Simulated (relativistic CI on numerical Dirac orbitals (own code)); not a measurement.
**Tm12+: q coefficients and field-shift factors**

Calculated at this level of theory: Dirac-Coulomb-Breit CI, orbitals from a KLI potential per configuration, derivatives by finite differences, unscaled Slater integrals, QED left out (own radial code, finite nucleus).

CI space (outside the closed core [Ar] 3d10 4p6 4d10): 4s²4f⁹5s², 4s²4f¹¹, 4s²4f¹⁰5s, 4s²4f¹⁰6s, 4s²4f⁹6s², 4f¹¹5s². The list is cut by size and lacks configurations that can hold low levels.

With x = (α/α₀)² − 1 an excitation energy changes as ω = ω₀ + qx; K = 2q/ω₀ is the relative enhancement. Terms are leading LS components, so labels can repeat. The field-shift factor is F = δν/δ⟨r²⟩ for the transition from the lowest level.

Lowest level 4s²4f⁹5s² ⁶H°15/2.

```
            Level  ω₀ (cm⁻¹)  q (cm⁻¹)       K  F (GHz/fm²)
4s²4f⁹5s² ⁶H°13/2     5844.9      6150     2.1        0.319
4s²4f⁹5s² ⁶H°11/2     9745.6      8675    1.78        0.474
 4s²4f⁹5s² ⁶H°9/2    12804.8     11000    1.72        0.607
4s²4f⁹5s² ⁶F°11/2    13799.3      4304   0.624        0.374
 4s²4f⁹5s² ⁶H°7/2    15193.2     13010    1.71        0.719
 4s²4f⁹5s² ⁶F°9/2    15715.8      3726   0.474        0.384
 4s²4f⁹5s² ⁶H°5/2    16965.0     14400     1.7        0.798
 4s²4f⁹5s² ⁶F°7/2    19046.5      7872   0.827         0.59
 4s²4f⁹5s² ⁶F°5/2    21433.4     10170   0.949        0.712
 4s²4f⁹5s² ⁶F°3/2    22683.7     10160   0.896        0.732
 4s²4f⁹5s² ⁶F°1/2    23615.2     11270   0.954        0.788
4s²4f⁹5s² ⁴I°15/2    32485.5     -2521  -0.155        0.429
 4s²4f⁹5s² ⁴F°9/2    32784.1      2945    0.18        0.629
```

At this charge energies of transitions that change n are usually good to better than 1 %, and those within a shell (Δn = 0) to a few per cent. Terms inside the open d or f shell come out 10 to 20 % too wide with unscaled integrals. Levels and lines within the n = 5 or 6 shells can be off by up to 10 % or somewhat more, and those that change n by about 2 %, since core polarisation is missing.
